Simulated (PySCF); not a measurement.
dichloro(silylmethyl)silane (CH6Cl2Si2), SMILES [SiH3]C[SiH](Cl)Cl. Heavy atoms are numbered as in [SiH3:1][CH2:2][SiH:3]([Cl:4])[Cl:5]. Hydrogens are named by the atom that carries them.

The structure is a stationary point at PBE0-D3(BJ)/def2-SVP. The geometry has at least one imaginary mode, so it is a saddle point at that level. Other conformers were not sampled.

Level of theory: ωB97X/def2-TZVP in PySCF.

ESP charges are fitted to the potential on shells at 1.4 to 2.0 van der Waals radii. Atomic charges (e), one atom of each kind:

```
atom        ESP fit    IAO
----------  -------  -----
Si1 (SiH3)     0.26   0.67
C2 (CH2)      -0.36  -0.88
Si3 (SiH)      0.15   1.03
Cl4           -0.10    [?]
H on Si1      -0.08    [?]
H on C2        0.16    [?]
H on Si3       0.01  -0.13
```

Task: What belongs in the gaps? (An estimate is asked for; the answer gives what the named calculation found.)

Result: 
- Cl4, IAO: -0.33
- H on Si1, IAO: -0.13
- H on C2, IAO: 0.17

Task: Give the Mayer and Wiberg (Löwdin basis) orders of the bonds. (The exact figures need the calculation; the answer reports its results.)

Result: 
```csv
bond,Mayer,Wiberg
Si1–C2,0.93,1.18
C2–Si3,1.01,1.22
Si3–Cl4,1.17,1.80
Si3–Cl5,1.17,1.80
```
